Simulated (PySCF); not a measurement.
Two-component Hartree-Fock for Tl⁷⁴⁺ (thallium, charge +74)

Start: [He] 2s2 2p3; 2p1/2 filled at m_j = -1/2, +1/2; 2p3/2 filled at m_j = +3/2. Calculated with PySCF 2.14 in an even-tempered Gaussian basis (16 s from 64 bohr⁻², ratio 2.4; 13 p from 83 bohr⁻², ratio 2.4; 5 d from 270 bohr⁻², ratio 2.6; 4 f from 410 bohr⁻², ratio 2.6): generalised Hartree-Fock with the X2C-1e Hamiltonian and a Gaussian nucleus; one run each with spin-orbit coupling (SO) switched off, then screened by Boettger's factors.

| spinor shell | electrons | ε, spin-free (eV) | ε, screened SO (eV) | weight of nominal j (screened SO) | rms radius, screened SO (bohr) |
| --- | --- | --- | --- | --- | --- |
| 1s1/2 | 2 | -94369.1 | -94284.7 | 1.000 | 0.0183 |
| 2s1/2 | 2 | -22828.3 | -22802.8 | 1.000 | 0.0721 |
| 2p1/2 | 2 | -20909.3 | -22424.5 | 1.000 | 0.0606 |
| 2p3/2 | 1 | -20909.3 | -20235.2 | 1.000 | 0.0681 |

```csv
quantity,spin-free,screened SO
E (hartree),-11312.23796,-11403.78484
M_J,3/2,3/2
⟨J²⟩,3.750,3.750
⟨L²⟩,0.000,2.631
⟨S²⟩,3.750,1.454
```

Each row is a mean over spinors that exchange with the open shell spreads, by up to 75.248 eV (2s1/2).

Breit and QED terms are absent; they matter most for the inner s and p1/2 levels.

Densities and radii are taken from the X2C orbitals without a picture-change correction, which distorts them close to the nucleus.

Without spin-orbit coupling the j labels of p, d and f shells carry no meaning; the spin-free column gives the mean over the occupied spinors of each nl shell.
